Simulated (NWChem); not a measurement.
BeClF; SMILES [F][Be][Cl]

Program: NWChem. Geometry: optimised at B3LYP/6-31G* (spherical d). Vertical excitations in the gas phase.

Question: Estimate the computed values for PBE/def2-SVPD, full TDDFT. Quantities: lowest excitation, singlet (eV); oscillator strength of that lowest state; lowest triplet (eV); orbital gap (eV).

Answer: 
```yaml
lowest excitation, singlet (eV): 7.23
oscillator_strength_of_that_lowest_state: 0.047
lowest triplet (eV): 6.94
orbital gap (eV): 7.14
```
